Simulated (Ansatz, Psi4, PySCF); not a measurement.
System: Si₂H₄ (charge 0, singlet). SMILES: [SiH3][SiH]
Structure (B3LYP-D3(BJ)/def2-TZVP (Ansatz, a program for electronic structure) minimum search):
```xyz
6

Si     0.0071     1.0500     0.8096
H     -0.4184     1.8608    -0.4081
Si     0.0198    -0.9006    -0.5838
H      0.9769    -0.6998    -1.7070
H     -1.3363    -1.1013    -1.1659
H      0.4013    -2.1512     0.1194
```
Charge 0, spin multiplicity 1.

Quantity: vertical triplet-singlet gap, E(triplet) - E(singlet), in eV. Set-up: non-relativistic; valence correlation only; each state is the SCF solution reached for its charge and spin; 6-311+G** with 5d, 6d on Na to Ar in Ansatz; dispersion terms only where a functional's name holds one; UHF or UKS for open shells; 6-31G* and kin with 6d, 5d where marked; no spin-orbit coupling. First-principles rows: single points at B3LYP-D3(BJ) geometries (Ansatz). The Hartree-Fock reference of [SiH][SiH3] (Si2H4) is unstable towards a lower, spin-broken solution. Levels can end on unlike triplets.

```csv
level,program,"vertical triplet-singlet gap, E(triplet) - E(singlet) (eV)"
HF/6-31G*,Ansatz,0.36
HF/6-311+G**,Ansatz,0.37
PBE/6-31G*,Ansatz,0.83
PBE/6-311+G**,Ansatz,0.84
B3LYP/STO-3G,Ansatz,1.65
B3LYP/3-21G,Ansatz,0.94
B3LYP/6-31G*,Ansatz,0.99
B3LYP/6-311+G**,Ansatz,1.00
M06-2X/6-31G* (5d),PySCF,0.93
wB97X-D/6-31G*,Psi4,0.98
MP2/6-31G*,Ansatz,0.73
MP2/6-311+G**,Ansatz,0.77
PBE/def2-TZVPD,Ansatz,0.84
B3LYP/def2-TZVPD,Ansatz,1.00
```

No value to compare with is used here. The 12 habitual levels span 0.36 (HF/6-31G*) to 1.65 eV (B3LYP/STO-3G); B3LYP/def2-TZVPD gives 1.00.

The levels are drawn from those run, B3LYP/6-31G* more often than the rest, none by its result; runs whose electronic state is in doubt are left out.
